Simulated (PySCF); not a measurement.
**Ionisation energy of Zn²⁹⁺ by level of theory**

Zn²⁹⁺ 1s1 [1s1/2^1, M_J = 1/2] → Zn³⁰⁺ (bare nucleus), as a difference of total energies. All numbers are calculated (PySCF 2.14, the two-component X2C-1e Hamiltonian, in an even-tempered Gaussian basis (15 s from 41 bohr⁻², ratio 2.4; 9 p from 54 bohr⁻², ratio 2.4; 3 d from 160 bohr⁻², ratio 2.6; 3 f from 240 bohr⁻², ratio 2.6)). "Screened" scales the spin-orbit matrix elements by Boettger's factors to mimic the two-electron term; Breit and QED terms are absent.

```tsv
method	ionisation energy (eV)	difference from reference (eV)
GHF (screened spin-orbit)	12395.3	+6.4
GHF (bare spin-orbit)	12395.3	+6.4
```

Reference: 12388.9 eV (theoretical estimate listed by NIST; NIST Atomic Spectra Database, ionization energies).
